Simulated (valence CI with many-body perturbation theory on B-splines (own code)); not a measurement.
Results of a calculation; reference values are marked as such.
Sensitivity of CI+MBPT for Nb XXXV

Method: relativistic CI+MBPT: five valence electrons over a frozen Dirac-Fock core [He], a basis of 6 s, 6 p, 5 d, 3 f, 1 g functions for each j, with the one-electron correlation potential Σ1 (screened to all orders), the two-electron term Σ2, the three-electron term Σ3, Breit, model QED; selected single and double excitations, second order for the rest, scaled by the run's own slope (own B-spline code, finite nucleus).

The last digits are not significant, and no measured levels were compared; by estimate large intervals hold to a few tenths of a per cent, small ones and those within an open d or f shell to about a per cent. Among the levels kept, up to 2500 cm⁻¹ of a level comes from second order outside the variational space, and about a tenth of that is noise between levels of different J, which matters for small intervals.

The reference run has the lowest level (2s^2 2p1/2^2 2p3/2) J=3/2 and an ionisation energy of 4542.48 eV. Its largest variational space holds 12641 state functions.

Levels are named by their leading jj configuration (3d3/2^4 stands for four electrons in 3d with j = 3/2), which in mixed levels can hold well under half, so a name can repeat and another be missing. Letters in brackets count levels of one name in rising energy.

| Level | Reference (cm⁻¹) | Shift (cm⁻¹) |
| --- | --- | --- |
| (2s^2 2p1/2 2p3/2^2) J=3/2 | 709790 | +11641 |
| (2s^2 2p1/2 2p3/2^2) J=5/2 | 833788 | +24434 |
| (2s^2 2p1/2 2p3/2^2) J=1/2 | 997228 | +9817 |
| (2s^2 2p3/2^3) J=3/2 | 1708490 | +27471 |
| (2s 2p1/2^2 2p3/2^2) J=5/2 | 1916220 | +20959 |
| (2s 2p1/2^2 2p3/2^2) J=1/2 | 2272550 | +11385 |
| (2s 2p1/2^2 2p3/2^2) J=3/2 | 2276710 | +18573 |
| (2s 2p1/2 2p3/2^3) J=3/2 [a] | 2788740 | +25759 |
| (2s 2p1/2 2p3/2^3) J=5/2 | 2964640 | +37927 |
| (2s 2p1/2 2p3/2^3) J=1/2 | 3147830 | +25588 |
| (2s 2p1/2 2p3/2^3) J=3/2 [b] | 3243190 | +33590 |
| (2s 2p3/2^4) J=1/2 | 4001480 | +38827 |

The ionisation energy moves by +2.25 eV.

(1) Which of these changes was made?
A. screening of Σ1 on → off; selection threshold (hartree) 2e-08 → 2e-07
B. averaging of valence orbitals over low configurations on → off
C. box radius (bohr) 1.6677 → 0.87
D. Breit term on → off; QED terms on → off

Results:

(1) D. Breit term on → off; QED terms on → off.
